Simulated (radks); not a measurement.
Results of a calculation; reference values are marked as such.
Q: Isoelectronic series with 7 electrons, each ion in its NIST ground configuration. Code: a radial shooting solver on a logarithmic mesh with Libxc functionals. Model: scalar-relativistic Kohn-Sham, PBE, spin-polarised, spherical densities, point nucleus; open shells are filled with parallel spins first (spin-orbit coupling, left out, can overturn this in heavy ions). Total energies (hartree) and orbital eigenvalues (hartree):

ion    configuration  E (hartree)      2p up    2s down      2s up    1s down
N       [He] 2s2 2p3    -54.56779   -0.30498   -0.56240   -0.73046  -14.06232
Ne3+    [He] 2s2 2p3   -124.35897   -3.07760   -3.59841   -3.90706  -33.49690
Al6+    [He] 2s2 2p3   -223.64564   -8.14566   -8.94532   -9.38876  -62.05146
S9+     [He] 2s2 2p3   -352.53202  -15.48381  -16.58000  -17.15690  -99.72743
K12+    [He] 2s2 2p3   -511.19221  -25.09187  -26.51165  -27.22182  -146.5729
Ti15+   [He] 2s2 2p3   -699.84963  -36.97571  -38.75862  -39.60241  -202.6567
Mn18+   [He] 2s2 2p3   -918.77448  -51.14446  -53.34533  -54.32338  -268.0646
Ni21+   [He] 2s2 2p3  -1168.28448  -67.60968  -70.30152  -71.41473  -342.8985
Ga24+   [He] 2s2 2p3  -1448.74669  -86.38508  -89.66231  -90.91178  -427.2772
Rb30+   [He] 2s2 2p3  -2104.25851  -130.9315  -135.7659  -137.2919  -625.2329
Zr33+   [He] 2s2 2p3  -2480.31470  -156.7400  -162.6078  -164.2745  -739.1394
Tc36+   [He] 2s2 2p3  -2889.34436  -184.9337  -192.0533  -193.8625  -863.2527
Pd39+   [He] 2s2 2p3  -3332.01141  -215.5364  -224.1692  -226.1230  -997.7924
In42+   [He] 2s2 2p3  -3809.05391  -248.5738  -259.0302  -261.1306  -1143.003
Te45+   [He] 2s2 2p3  -4321.29107  -284.0740  -296.7196  -298.9693  -1299.158
Cs48+   [He] 2s2 2p3   -4869.6314  -322.0669  -337.3308  -339.7323  -1466.561
Ce51+   [He] 2s2 2p3   -5455.0822  -362.5847  -380.9679  -383.5242  -1645.549

Estimate the row of Se27+ ([He] 2s2 2p3).

A: E (hartree) -1760.58006; 2p up -107.4864; 2s down -111.4683; 2s up -112.8553; 1s down -521.3371.
